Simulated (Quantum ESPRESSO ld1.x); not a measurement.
Results of a calculation; reference values are marked as such.
All-electron atom: Tc III in [Kr] 4d4 4f1 (not the ground configuration). Level of theory: Dirac Kohn-Sham, relativistic LDA (MacDonald-Vosko exchange, VWN5 correlation), spin-unpolarised, spherical densities, point nucleus; open shells fill j = l - 1/2 first (ld1.x of Quantum ESPRESSO 7.5).

Normalised radial functions P(r) = r R(r) (large component), r in bohr:

```
   r/bohr * 4s1/2 (the largest magnitude, 1.06, reaches the edge; | marks zero)
 0.002144                             | *
 0.003382                             |  *
 0.005336                             |   *
 0.008487                             |    *
  0.01339                             |     *
  0.02113                             |     *
  0.03333                             |  *
  0.05259                          *  |
  0.08298                    *        |
   0.1309                     *       |
   0.2082                             |     *
   0.3285                             |               *
   0.5183                          *  |
   0.8177  *                          |
     1.29       *                     |
    2.036                       *     |
    3.212                             *
    5.108                             *
    8.059                             *
    12.72                             *
```

4s1/2: eigenvalue -97.390 eV, 3 radial nodes at r = 0.0435, 0.175, 0.497 bohr, <r> = 1.05 bohr, 90 % of the charge inside 1.53 bohr.
